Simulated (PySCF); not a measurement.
CH9NO2Si2, SMILES O[SiH](O)CN[SiH3].

Coordinates come from a B3LYP-D3(BJ)/def2-SVP optimisation. The structure was generated by enumeration, and PubChem lists no compound with its InChIKey, so it may never have been made. One conformer was computed; it need not be the lowest.

The numbers are results of PySCF with PBE/def2-TZVP, not measurements.

Gas-phase values at a fixed geometry.

Computed frontier levels, gap, dipole moment and polarisability:
```
Quantity                                                                                                         Value
---------------------------------------------------------------------------------------------  -----------------------
highest occupied level                                                                                        -5.77 eV
lowest empty level                                                                                            -0.81 eV
orbital gap                                                                                                    4.96 eV
dipole moment                                                                                                0.188 e·Å
quadrupole, principal values (traceless, Buckingham form, about the centre of nuclear charge)   -7.26, -0.08, 7.34 D·Å
mean static polarisability                                                                       81.7 bohr³ (12.11 Å³)
polarisability, principal values                                                               70.9, 74.2, 100.0 bohr³
```
